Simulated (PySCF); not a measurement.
C₂H₅BF₂O, SMILES OCB(F)CF.

Geometry optimised at r2SCAN-D4/def2-SVP. This is a generated structure with no PubChem entry under its InChIKey; it may be hypothetical. The values are those of a single conformer.

Two levels are set side by side: TDA-PBE/def2-SVPD (PySCF) and TDA-B3LYP/def2-SVPD (PySCF). Vertical, same geometry. The lowest singlet is HOMO→LUMO 99 % with PBE and HOMO→LUMO 94 % with the other functional; states are paired by order. Differences are taken from unrounded values.

```json
[
 {"quantity": "lowest singlet excitation (eV)", "TDA-B3LYP": "5.72"},
 {"quantity": "lowest triplet excitation (TDA) (eV)", "TDA-B3LYP": "5.30"}
]
```

**Question.** What does TDA-PBE give, and how far is it from TDA-B3LYP? (The exact figures need the calculation; the answer reports its results.)

**Answer.** 
```csv
quantity,TDA-PBE,TDA-PBE minus TDA-B3LYP
lowest singlet excitation (eV),4.84,-0.88
lowest triplet excitation (TDA) (eV),4.49,-0.82
```

Functionals without exact exchange tend to place singlet excitations lower, as here. Differences between two approximate levels are no errors against the true value.

Rough cost on one machine, each run with all the roots and properties that it gave: TDA-B3LYP against TDA-PBE about 2 times.
